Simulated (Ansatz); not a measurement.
**Two structures, one formula**

Two relaxed structures of AlSiH2OF, closed shell (PBE0-D4/def2-TZVP; forces vanish, vibrations not checked).

A:

```xyz
6
angstrom
O 0.4153 -0.6467 -0.4938
Si -0.6284 0.6507 0.1314
Al -1.1270 -1.2081 -1.5639
F -0.7005 0.3168 1.7149
H 0.3284 1.8087 0.1019
H 1.3205 -0.8787 -0.2621
```

B:

O1  (-0.403, -0.162, -2.356)
Si2  (-0.686, 0.416, -0.972)
Al3  (0.697, -0.403, 0.907)
F4  (0.147, -0.031, 2.417)
H5  (-1.770, 1.427, -0.751)
H6  (2.015, -1.247, 0.756)
(Å)

Program: Ansatz 0.2.0. Basis: def2-TZVPP. Cores are frozen in the correlated methods. B3LYP uses VWN-RPA correlation.

Q: Which structure is lower at CCSD(T), and by how much? (Judge from chemistry; the value comes from the calculation.)

A: Computed: A, by 5.07 kcal/mol (electronic energy, against the other). By their contacts, A is AlSiH₂OF ([F][SiH]1[OH][Al]1) and B is AlSiH₂OF ([O][SiH][AlH][F]).

All methods give the same order:

| method | E(B) − E(A) (kcal/mol) |
| --- | --- |
| PBE-D4 | 6.73 |
| r2SCAN-D4 | 4.04 |
| PBE0-D4 | 9.03 |
| B3LYP-D4 | 5.90 |
| wB97M-V | 10.85 |
| HF | 6.50 |
| MP2 | 0.87 |
| CCSD | 6.39 |
| CCSD(T) | 5.07 |

The T1 diagnostic stays at or below 0.021. The restricted Hartree–Fock reference is unstable towards an unrestricted one at one or more of these structures.

Labels in which every atom is bracketed show which atoms are joined, not bond orders.

For scale, one of the runs: CCSD(T)/def2-TZVPP, 174 basis functions, launched by `ansatz run in.yaml --threads 2 --pin off --events-out ev --progress --plain --max-ram 4352MiB`. The run took 38 s on 2 CPU threads of an Arm Neoverse V2 (shared host), with 1.4 GiB of host memory at its peak.
